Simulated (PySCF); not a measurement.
Worked example: chemical shift, span and skew from a shielding tensor

SiOCl₂, SMILES [Si](Cl)(Cl)=O. Atoms are numbered in the order given.

```xyz
4

Si     0.0000     0.0000    -0.5091
O      0.0000     0.0000    -2.0508
Cl     0.0000    -1.6522     0.6922
Cl     0.0000     1.6522     0.6922
```
Charge 0, spin multiplicity 1.

The structure is a stationary point at PBE-D3(BJ)/def2-SVP.

GIAO shieldings from PySCF with PBE0/pcSseg-2, non-relativistic, no solvent. The symmetric part of the tensor of Si1 has the principal values 136.7, 281.7, 567.0 ppm. The same nucleus in TMS has σ = 341.9 ppm at this level (PySCF, at its B3LYP-D3(BJ)/def2-TZVP geometry). Without spin–orbit terms, shifts of atoms bonded to Cl or Br come out too high.

Work out the isotropic shielding, the ²⁹Si shift against TMS, the span and the skew.


σ(iso) = (σ11 + σ22 + σ33)/3 = 328.5 ppm. δ = σ(ref) − σ(iso) = 341.9 − (328.5) = 13.4 ppm.
Span Ω = σ33 − σ11 = 430.3 ppm. Skew κ = 3(σ(iso) − σ22)/Ω = 0.33. Tumbling in solution averages the tensor to δ; in a static solid the shielding alone would spread this spin-1/2 line over Ω.
